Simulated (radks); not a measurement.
Task: These are the eigenvalues of the occupied orbitals of an atom or ion with whole-number occupations (hartree). Calculated with a radial shooting solver on a logarithmic mesh with Libxc functionals: scalar-relativistic Kohn-Sham, r2SCAN, spin-polarised, spherical densities, finite nucleus; meta-GGA in the generalised Kohn-Sham scheme; Fermi nuclear charge, rms radius of each element as measured or else 0.836 A^(1/3) + 0.57 fm.

| orbital | eigenvalue |
|---|---|
| 1s down | -2401.727 |
| 1s up | -2401.727 |
| 2s up | -411.6619 |
| 2s down | -411.6587 |
| 2p up | -361.3835 |
| 2p down | -361.3812 |
| 3s down | -94.14393 |
| 3s up | -94.14334 |
| 3p down | -79.04988 |
| 3p up | -79.04952 |
| 3d up | -61.15418 |
| 3d down | -61.15308 |
| 4s up | -19.16028 |
| 4s down | -19.15917 |
| 4p up | -14.18663 |
| 4p down | -14.18583 |
| 4d up | -7.72592 |
| 4d down | -7.72472 |
| 5s up | -2.53448 |
| 5s down | -2.50948 |
| 5p up | -1.36372 |
| 5p down | -1.32391 |
| 4f up | -0.62502 |
| 4f down | -0.61881 |
| 6s up | -0.20585 |
| 6s down | -0.17168 |
| 5d up | -0.11675 |

Which element is it, and in what charge state? The configuration may be excited. Open shells, if any, are filled with parallel spins first.

Result: Z = 72, hafnium, charge 0: Hf in [Xe] 4f14 5d2 6s2. The list shows which subshells hold electrons but not how many an open one holds; the 1s level, -2401.7 hartree, gives Z - s = 69.3 by -(Z - s)^2/2, which with screening and relativity narrows Z to a few neighbours, and the depths of the outer levels then fix element, charge and occupations together.
